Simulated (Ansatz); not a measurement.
Consider the redistribution: `O[CH2][SnH2][SH]` + `BN[SiH2]OC` → `C[O][SnH2][SH]` + `BN[SiH2]CO`.

Isolated molecules relaxed with PBE0-D4/def2-TZVP in Ansatz; ΔE leaves out vibrations. CBS: MP2 limit from def2 TZ/QZ plus the TZ coupled-cluster correction, frozen cores. DFT in def2-TZVPP. B3LYP here is the variant with VWN-RPA as its local correlation; programs differ in this. def2 core potentials past Kr. For Sn outer-core shells are correlated without core-valence functions, which leaves a few kJ/mol of doubt a bond. Each species was taken in one conformer, which may not be the lowest.

(1) Is it downhill or uphill in electronic energy at CCSD(T)/CBS, and by how much? (Best estimate.)

(2) What do these levels give: PBE-D4, B3LYP-D4, ωB97X-V, ωB97M-V, PBE0, B3LYP, MP2/def2-TZVPP, SCS-MP2/def2-TZVPP, CCSD/def2-TZVPP, MP2/def2-QZVPP, HF/CBS(def2), MP2/CBS(def2)? (Estimate.)

Largest T1 diagnostic among the species: 0.013.

## Answers

(1) Computed: Uphill: ΔE = +79.1 kJ/mol.

(2) Ansatz gave: PBE-D4 75.0, B3LYP-D4 79.8, ωB97X-V 75.5, ωB97M-V 79.9, PBE0 78.6, B3LYP 78.1, MP2/def2-TZVPP 84.9, SCS-MP2/def2-TZVPP 81.1, CCSD/def2-TZVPP 81.5, MP2/def2-QZVPP 83.5, HF/CBS(def2) 77.7, MP2/CBS(def2) 83.0 kJ/mol.

From PBE to PBE0 (25 % exact exchange), in def2-TZVPP and without D4, ΔE moves by +4.5 kJ/mol.
